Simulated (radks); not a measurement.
Results of a calculation; reference values are marked as such.
Q: Species: the selenium ion Se1.1+. Configuration: [Ar] 3d10 4s2 4p(1/2: 2, 3/2: 0.9) (fractional occupations, a model configuration). Code: a radial shooting solver on a logarithmic mesh with Libxc functionals. Model: Dirac Kohn-Sham, LDA (Slater exchange, Perdew-Wang correlation), spin-unpolarised, spherical densities, point nucleus. Some entries of the table are withheld. Estimate them.

| orbital | occ. | eigenvalue (eV) | <1/r> (bohr^-1) |
|---|---|---|---|
| 1s1/2 | 2 | -12491.16 | 34.52 |
| 2s1/2 | 2 | -1615.545 | 7.672 |
| 2p1/2 | 2 | -1451.947 | 7.646 |
| 2p3/2 | 4 | -1410.269 | 7.409 |
| 3s1/2 | 2 | (1) | 2.497 |
| 3p1/2 | 2 | -168.1393 | 2.379 |
| 3p3/2 | 4 | -162.2534 | 2.321 |
| 3d3/2 | 4 | -65.3965 | (2) |
| 3d5/2 | 6 | -64.4989 | (3) |
| 4s1/2 | 2 | -28.0144 | 0.7650 |
| 4p1/2 | 2 | -16.7835 | (4) |
| 4p3/2 | 0.9 | -16.3221 | (5) |

A: 
(1) 3s1/2 eigenvalue (eV): -224.1008
(2) 3d3/2 <1/r> (bohr^-1): 2.042
(3) 3d5/2 <1/r> (bohr^-1): 2.027
(4) 4p1/2 <1/r> (bohr^-1): 0.6321
(5) 4p3/2 <1/r> (bohr^-1): 0.6195
